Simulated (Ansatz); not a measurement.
Molecule: C₂H₉P₂Si (charge 0, doublet). SMILES: C[Si](C)([PH])P
Geometry: optimised at B3LYP-D3(BJ)/def2-TZVP (Ansatz, a quantum-chemistry and plane-wave program).

Property: atomisation energy, in kcal/mol. Conventions: frozen cores in correlated levels; non-relativistic; atomisation electronic, to ground-state atoms; LANL2DZ with its own core potentials from Na on; six Cartesian d functions in 6-31G* and its kin unless marked 5d; no spin-orbit coupling; no dispersion term unless named; UHF or UKS for open shells; 6-311+G** with 5d, 6d on Na to Ar in Ansatz. CBS marks a two-point X^-3 extrapolation of the correlation energy; Hartree-Fock from the larger set. First-principles rows: single points at B3LYP-D3(BJ) geometries (Ansatz).

Coupled cluster (Ansatz) is a level with limits of its own, used here on species with T1 under 0.025 (0.045 for open shells) and stable references: CCSD(T)/CBS(cc-pV(T+d)Z,cc-pV(Q+d)Z).

Value to compare with, CCSD(T)/CBS(cc-pV(T+d)Z,cc-pV(Q+d)Z) (Ansatz): 1115.3 kcal/mol.

```
level             program  atomisation energy (kcal/mol)  difference
----------------  -------  -----------------------------  ----------
B3LYP/STO-3G       Ansatz                         1408.6       293.3
B3LYP/3-21G        Ansatz                         1057.1       -58.2
B3LYP/LANL2DZ      Ansatz                         1046.3       -69.0
B3LYP/6-31G        Ansatz                         1038.6       -76.7
B3LYP/6-31G*       Ansatz                         1095.7       -19.6
B3LYP/6-31+G*      Ansatz                         1091.2       -24.1
B3LYP/6-31G**      Ansatz                         1105.2       -10.1
B3LYP/def2-SVP     Ansatz                         1101.6       -13.7
B3LYP/cc-pVDZ      Ansatz                         1081.2       -34.1
B3LYP/6-311+G**    Ansatz                         1094.8       -20.5
B3LYP/def2-TZVPD   Ansatz                         1106.5        -8.8
```

Among the 10 habitual levels, B3LYP/STO-3G lies farthest from CCSD(T)/CBS(cc-pV(T+d)Z,cc-pV(Q+d)Z) (Ansatz) (293.3 kcal/mol) and B3LYP/6-31G** nearest (-10.1); 1 of 10 lie above it, and their mean absolute difference is 61.9 kcal/mol, the median 29.1. One case shows no general order.

The sets are all those run for this method; left out are runs that failed, that the program found above a lower state of the same kind, or whose <S^2> lies over 0.5 above the pure value.
